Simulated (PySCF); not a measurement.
Correlation energy of Fe⁺ (iron, charge +1)

[Ar] 3d6 4s1, high-spin 6D determinant. All numbers are calculated (PySCF 2.14, scalar relativity by spin-free X2C-1e, in x2c-TZVPPall with one added diffuse shell each of s, p, d, f type (7s6p5d3f1g, 80 functions)). Frozen: [Ar]; 7 electrons correlated.

| level | correlation energy (mhartree) |
| --- | --- |
| CCSD | -147.10 |
| (T) | -3.28 |
| CCSD(T) | -150.38 |

Diagnostics: T1 = 0.011, D1 = 0.0236, largest double amplitude 0.023.

Cost of the coupled-cluster step: roughly 11 core-seconds, for 7 correlated electrons.
